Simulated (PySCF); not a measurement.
Level of theory: PySCF with PBE-D3(BJ)/def2-TZVP // PBE0-D3(BJ)/def2-TZVP. Isolated molecules, 0 K electronic values unless said otherwise. Excitations are Tamm–Dancoff values on a coarser integration grid. The basis has no diffuse functions, so Rydberg states are missing or too high.

Reference species (SMILES): `CC1=CC=C[SiH2]1` (neutral, multiplicity 1).

```yaml
T1 excitation (TDA): 2.66 eV
brightest of the four lowest singlets (TDA): 4.37 eV
S1–T1 gap (TDA): 1.71 eV
```

Changed species: `CC1=C[SiH2]C=C1`.

Question: Predict the effect on the T1 excitation (TDA), brightest of the four lowest singlets (TDA) and S1–T1 gap (TDA).

Answer: the T1 excitation (TDA) increases by 0.14 eV, to 2.80 eV; the brightest of the four lowest singlets (TDA) rises by 0.12 eV, to 4.49 eV; the S1–T1 gap (TDA) falls by 0.02 eV, to 1.69 eV.
